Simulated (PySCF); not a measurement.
C₃H₆FNSi, SMILES C1=NC[C@@H](F)[SiH2]1. Coordinates come from a TPSSh-D3(BJ)/def2-SVP optimisation. The structure was generated by enumeration; whether it is a known compound was not checked. One conformer was computed; it need not be the lowest.

These are PySCF 2.14.0 with TPSSh-D3(BJ)/def2-SVP values and carry that method's errors.

Harmonic wavenumbers (cm⁻¹): 97, 235, 306, 368, 509, 563, 618, 635, 686, 749, 823, 862, 904, 932, 958, 1003, 1070, 1163, 1240, 1300, 1324, 1337, 1436, 1654, 2246, 2282, 3038, 3082, 3095, 3109. Rotational constants (GHz): 3.810, 3.149, 2.075; symmetry number 1.

**Question.** Work out the zero-point energy and the ideal-gas rigid-rotor harmonic-oscillator thermochemistry at 298.15 K and 1 atm.

**Answer.** ZPE = ½ Σ hcν = ½ × 37625 cm⁻¹ = 225.05 kJ/mol. H − E(el) = 243.69 kJ/mol. Entropy in J/(mol K): translation 166.57, rotation 112.80, vibration 47.88, total 327.25. G − E(el) = 146.12 kJ/mol. Cp = 104.49 J/(mol K). Modes under 150 cm⁻¹ make the vibrational entropy uncertain.
